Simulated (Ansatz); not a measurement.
A nudged elastic band was laid between two geometries of ClH + F2GeH2 (7 atoms, charge 0, multiplicity 1).

The calculation used RKS PBE/def2-SVP in Ansatz 0.2.0.

- movable images: 1
- climbing image: no
- spring: 5.0 eV/Å²
- optimiser: quadratic models (default)
- start path: through a guess of the saddle point
- force threshold: 0.05 eV/Å
- iteration limit: 60
- end points: relaxed

First end point:

```xyz
7
Properties=species:S:1:pos:R:3
Ge 0.279 0.160 0.032
H 0.843 0.485 1.426
F 1.605 -0.401 -0.958
H -0.512 1.196 -0.787
F -0.736 -1.289 0.189
Cl -2.643 0.388 1.868
H -2.146 -0.646 1.232
```

Last end point:

```xyz
7
Properties=species:S:1:pos:R:3
Ge -0.675 -0.412 -0.407
H 0.511 1.305 2.318
F 0.849 -1.039 0.149
H -0.576 1.097 -0.678
F -1.005 -1.270 -1.883
Cl -2.189 -0.943 1.017
H -0.224 1.157 2.486
```

Question: What changes between the two ends?

Answer: Bonds broken: Ge1–H2, Cl6–H7. Bonds formed: Ge1–Cl6, H2–H7. ClH + F2GeH2 becomes ClF2GeH + H2.

Question: Give the energies along the band, and the barrier.

Answer: The run converged. The highest image is number 0 of 0 to 2, 0.0 kcal/mol above the first end and 7.4 kcal/mol above the last; the last end lies 7.4 kcal/mol below the first. The highest image is an end point: on this band no image between the ends rises above it. So few images can step over the top or miss a turn of the path. The orbitals stay closed-shell, which can raise the energy where a bond breaks towards radicals; this wasn't checked here.

```json
{"image": "0", "path coordinate (Å)": "0.00", "energy (kcal/mol)": "0.0", "Ge1–H2 (Å)": "1.54", "Cl6–H7 (Å)": "1.31", "Ge1–Cl6 (Å)": "3.46"}
{"image": "1", "path coordinate (Å)": "3.95", "energy (kcal/mol)": "-7.2", "Ge1–H2 (Å)": "3.32", "Cl6–H7 (Å)": "3.20", "Ge1–Cl6 (Å)": "2.14"}
{"image": "2", "path coordinate (Å)": "7.91", "energy (kcal/mol)": "-7.4", "Ge1–H2 (Å)": "3.43", "Cl6–H7 (Å)": "3.23", "Ge1–Cl6 (Å)": "2.14"}
```

Run time: 21 s on 2 threads of Intel(R) Xeon(R) Platinum 8488C (Sapphire Rapids) (shared host), peak memory 0.16 GiB.
